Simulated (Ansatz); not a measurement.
Steps of a relaxation of `CC(C)O[Si]O` with RKS PBE-D4/def2-SVP.

```sh
$ ansatz run in.yaml --threads 4 --pin off --events-out ev --progress --plain --max-ram 11315MiB
```

```yaml
crystal:
  periodic: [false, false, false]
  atoms:
    - {symbol: C, position_ang: [-0.216000, -1.605600, -0.937100]}
    - {symbol: C, position_ang: [-0.155200, -0.432300, 0.068100]}
    - {symbol: C, position_ang: [1.256300, 0.069300, 0.141400]}
    - {symbol: O, position_ang: [-0.912300, 0.652000, -0.381900]}
    - {symbol: Si, position_ang: [-2.014900, 1.391900, 0.665200]}
    - {symbol: O, position_ang: [-1.157400, 2.595300, 1.464500]}
    - {symbol: H, position_ang: [-1.274300, -1.905500, -1.015800]}
    - {symbol: H, position_ang: [0.060900, -1.202900, -1.956700]}
    - {symbol: H, position_ang: [0.372100, -2.392600, -0.630000]}
    - {symbol: H, position_ang: [-0.461400, -0.812600, 1.073100]}
    - {symbol: H, position_ang: [1.959400, -0.736800, 0.470700]}
    - {symbol: H, position_ang: [1.641200, 0.484100, -0.788600]}
    - {symbol: H, position_ang: [1.326100, 0.903800, 0.872100]}
    - {symbol: H, position_ang: [-0.437600, 2.962700, 0.983600]}
basis:
  gaussian: {orbitals: def2-SVP}
hamiltonian: {xc: pbe, dispersion: d4}
relax: {f_tol: 0.03, max_steps: 200}
```

Positions (Å) and forces (eV/Å) along the path, 9 of 16 steps:

```xyz
14
step=1 energy=-15193.4064 eV
C    -0.216   -1.606   -0.937   -2.366    3.276   -1.155
C    -0.155   -0.432    0.068    1.278   -1.045   -0.890
C     1.256    0.069    0.141    1.218   -0.141    1.517
O    -0.912    0.652   -0.382   -1.096    0.688   -0.330
Si   -2.015    1.392    0.665   -0.835   -0.206    0.299
O    -1.157    2.595    1.464   -1.503   -0.451    0.725
H    -1.274   -1.905   -1.016   -0.141   -0.346   -0.060
H     0.061   -1.203   -1.957    0.076   -0.405    0.614
H     0.372   -2.393   -0.630    1.802   -2.388    0.745
H    -0.461   -0.813    1.073   -0.175    0.099    0.062
H     1.959   -0.737    0.471   -0.094    0.246   -0.025
H     1.641    0.484   -0.789   -0.074    0.044   -0.803
H     1.326    0.904    0.872    0.038   -0.099    0.139
H    -0.438    2.963    0.984    1.872    0.728   -0.838
14
step=3 energy=-15193.8351 eV
C    -0.255   -1.560   -0.965   -0.072    0.257    0.122
C    -0.119   -0.430    0.066    0.038   -0.464   -0.197
C     1.312    0.081    0.192    0.121    0.134    0.034
O    -0.984    0.649   -0.312    0.069    0.095    0.171
Si   -2.094    1.360    0.766   -0.050    0.250    0.105
O    -1.254    2.733    1.309    0.539   -0.139   -0.401
H    -1.308   -1.899   -1.014    0.025   -0.048    0.005
H     0.026   -1.186   -1.971    0.039   -0.028    0.013
H     0.392   -2.420   -0.699   -0.009   -0.012   -0.034
H    -0.430   -0.838    1.063   -0.008    0.026   -0.045
H     2.012   -0.730    0.484   -0.040   -0.003   -0.011
H     1.656    0.508   -0.773   -0.021   -0.014    0.023
H     1.377    0.876    0.964    0.001   -0.022   -0.024
H    -0.343    2.826    0.918   -0.632   -0.032    0.239
14
step=4 energy=-15193.8858 eV
C    -0.264   -1.531   -0.978    0.049   -0.056    0.064
C    -0.089   -0.464    0.099   -0.057   -0.112   -0.074
C     1.350    0.035    0.216    0.044    0.028   -0.009
O    -0.946    0.650   -0.199    0.097    0.131    0.195
Si   -2.098    1.348    0.847    0.135    0.239    0.082
O    -1.342    2.829    1.211   -0.004   -0.275   -0.245
H    -1.320   -1.863   -1.018    0.013   -0.026   -0.012
H     0.005   -1.120   -1.972    0.018    0.001   -0.011
H     0.381   -2.414   -0.770   -0.092    0.106   -0.049
H    -0.391   -0.904    1.082    0.031   -0.032   -0.016
H     2.046   -0.799    0.444   -0.018    0.011   -0.004
H     1.671    0.506   -0.739   -0.026   -0.022    0.068
H     1.445    0.789    1.026   -0.020   -0.025   -0.049
H    -0.461    2.907    0.779   -0.169    0.032    0.059
14
step=5 energy=-15193.9340 eV
C    -0.275   -1.503   -0.994    0.063   -0.068    0.000
C    -0.059   -0.497    0.132   -0.115    0.134    0.027
C     1.389   -0.015    0.238    0.056   -0.063   -0.021
O    -0.889    0.663   -0.073    0.151    0.012    0.159
Si   -2.082    1.331    0.944    0.368    0.649    0.058
O    -1.453    2.929    1.094   -0.408   -0.793   -0.106
H    -1.334   -1.826   -1.030   -0.006    0.002   -0.008
H    -0.015   -1.053   -1.975   -0.005    0.003    0.033
H     0.360   -2.406   -0.841   -0.093    0.139   -0.030
H    -0.346   -0.977    1.100    0.016   -0.046   -0.022
H     2.082   -0.865    0.417   -0.045    0.066   -0.010
H     1.688    0.489   -0.707   -0.008   -0.029    0.083
H     1.504    0.710    1.073   -0.017   -0.065   -0.070
H    -0.582    2.991    0.651    0.043    0.059   -0.092
14
step=6 energy=-15193.9831 eV
C    -0.286   -1.468   -1.002    0.042   -0.093    0.018
C    -0.035   -0.512    0.161   -0.118    0.121   -0.043
C     1.424   -0.063    0.255    0.026   -0.018    0.035
O    -0.838    0.676    0.010    0.189   -0.023    0.120
Si   -2.041    1.306    1.036    0.374    0.864   -0.008
O    -1.548    2.965    1.010   -0.363   -0.965   -0.034
H    -1.350   -1.774   -1.035   -0.004    0.010   -0.013
H    -0.030   -0.990   -1.971   -0.012    0.021    0.044
H     0.335   -2.385   -0.891   -0.087    0.122   -0.023
H    -0.318   -1.025    1.113    0.017   -0.010   -0.033
H     2.107   -0.926    0.403   -0.049    0.046   -0.013
H     1.717    0.464   -0.679   -0.004   -0.036    0.068
H     1.557    0.639    1.105    0.015   -0.055   -0.057
H    -0.708    3.064    0.515   -0.026    0.016   -0.063
14
step=10 energy=-15194.1489 eV
C    -0.347   -1.280   -0.983   -0.094    0.108   -0.064
C     0.093   -0.480    0.239    0.095    0.019    0.129
C     1.601   -0.254    0.298    0.023   -0.006    0.003
O    -0.541    0.813    0.238   -0.059   -0.158   -0.041
Si   -1.840    1.244    1.253    0.030    0.463   -0.220
O    -2.001    2.856    0.732    0.241   -0.327   -0.029
H    -1.445   -1.442   -0.964    0.034   -0.001   -0.019
H    -0.099   -0.721   -1.909   -0.005   -0.024   -0.025
H     0.149   -2.272   -1.026    0.003    0.066    0.049
H    -0.216   -1.040    1.155   -0.030   -0.012    0.051
H     2.151   -1.216    0.346   -0.017    0.016   -0.013
H     1.937    0.301   -0.602    0.021   -0.001   -0.005
H     1.868    0.347    1.190   -0.003   -0.022   -0.014
H    -1.326    3.114    0.060   -0.238   -0.120    0.198
14
step=13 energy=-15194.1627 eV
C    -0.344   -1.268   -0.994    0.003   -0.004    0.001
C     0.092   -0.483    0.240   -0.014    0.033   -0.002
C     1.601   -0.266    0.309    0.001   -0.007    0.000
O    -0.550    0.803    0.220    0.005   -0.013    0.000
Si   -1.724    1.301    1.345    0.008    0.018   -0.004
O    -1.992    2.851    0.749   -0.002    0.010   -0.007
H    -1.442   -1.418   -0.993   -0.001    0.000   -0.006
H    -0.072   -0.715   -1.916    0.001    0.000   -0.001
H     0.144   -2.263   -1.025   -0.002    0.001    0.001
H    -0.233   -1.041    1.153    0.006   -0.010   -0.001
H     2.141   -1.233    0.334   -0.001    0.001    0.001
H     1.946    0.307   -0.577    0.001    0.000    0.001
H     1.871    0.309    1.217    0.001   -0.002    0.001
H    -1.452    3.088   -0.033   -0.007   -0.028    0.014
14
step=15 energy=-15194.1637 eV
C    -0.342   -1.263   -1.001   -0.007    0.011   -0.004
C     0.086   -0.484    0.240    0.018   -0.020    0.011
C     1.595   -0.266    0.314    0.004   -0.002    0.001
O    -0.561    0.797    0.225   -0.017    0.011   -0.004
Si   -1.659    1.340    1.406    0.006    0.032   -0.032
O    -1.981    2.856    0.748    0.018   -0.022   -0.009
H    -1.441   -1.406   -1.012    0.000    0.000   -0.001
H    -0.058   -0.709   -1.919   -0.001   -0.001   -0.001
H     0.140   -2.261   -1.031    0.002    0.001    0.004
H    -0.238   -1.052    1.147   -0.004    0.003    0.003
H     2.136   -1.233    0.328    0.001    0.001   -0.001
H     1.942    0.319   -0.562   -0.001   -0.001    0.001
H     1.863    0.296    1.231   -0.002   -0.001   -0.001
H    -1.496    3.038   -0.085   -0.017   -0.013    0.033
14
step=16 energy=-15194.1638 eV
C    -0.343   -1.261   -1.001    0.003   -0.004    0.002
C     0.087   -0.483    0.240    0.003   -0.008   -0.006
C     1.596   -0.267    0.315   -0.001    0.002    0.001
O    -0.559    0.799    0.223   -0.008    0.009    0.007
Si   -1.655    1.340    1.405    0.003    0.004   -0.008
O    -1.984    2.854    0.748    0.000   -0.007    0.009
H    -1.442   -1.403   -1.013    0.000    0.000    0.002
H    -0.057   -0.709   -1.919    0.001    0.001    0.002
H     0.137   -2.260   -1.029   -0.001   -0.001   -0.002
H    -0.239   -1.050    1.148   -0.001    0.002   -0.001
H     2.136   -1.235    0.328   -0.001    0.000    0.000
H     1.944    0.317   -0.562    0.000   -0.001    0.000
H     1.865    0.295    1.231    0.000    0.000    0.000
H    -1.501    3.034   -0.085    0.001    0.003   -0.005
```

Hardware: 4 threads of an Arm Neoverse V2 on a shared host. Wall time 22 s, peak host memory 0.17 GiB.
